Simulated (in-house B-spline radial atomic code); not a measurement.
RPA and G0W0 for the caesium ion Cs⁺, [Kr] 4d10 5s2 5p6, as one setting changes: the share of exact exchange in the PBE hybrid start. A dash marks a level of low quasi-particle weight. Computed with a B-spline radial code for spherical atoms: all electrons, scalar-relativistic (spin-free one-electron X2C), finite nucleus, each spin shell either full or empty, empty states to l = 9 with an (l + 1/2)⁻⁴ tail; G0W0 by contour deformation at full frequency.

Spin-orbit coupling, left out, splits p levels strongly here.

| share of exact exchange in the PBE hybrid start | mean-field level (eV) | G0W0 level (eV) | RPA correlation (Eh) |
| --- | --- | --- | --- |
| 0 | -18.671 | 5p -23.648 | -4.2962 |
| 0.1 | -19.260 | 5p -23.723 | -4.2558 |
| 0.2 | -19.849 | 5p -23.784 | -4.2169 |
| 0.3 | -20.440 | 5p -23.836 | -4.1794 |
| 0.4 | -21.032 | 5p -23.879 | -4.1431 |
| 0.5 | ? | ? | ? |
| 0.6 | -22.218 | 5p -23.946 | -4.074 |
| 0.7 | ? | ? | ? |
| 0.8 | -23.409 | 5p -23.995 | -4.0089 |
| 0.9 | -24.005 | 5p -24.014 | -3.9777 |
| 1 | -24.603 | 5p -24.031 | -3.9474 |

Task: What belongs in the row for 0.5?

Result: mean-field level (eV): -21.625; G0W0 level (eV): 5p -23.915; RPA correlation (Eh): -4.108.

Task: What belongs in the row for 0.7?

Result: mean-field level (eV): -22.813; G0W0 level (eV): 5p -23.972; RPA correlation (Eh): -4.041.

Task: At what share of exact exchange does G0W0 leave the highest level unchanged?

Result: Near 0.90, where the shift changes sign (-0.009 eV at 0.9, +0.572 eV at 1).
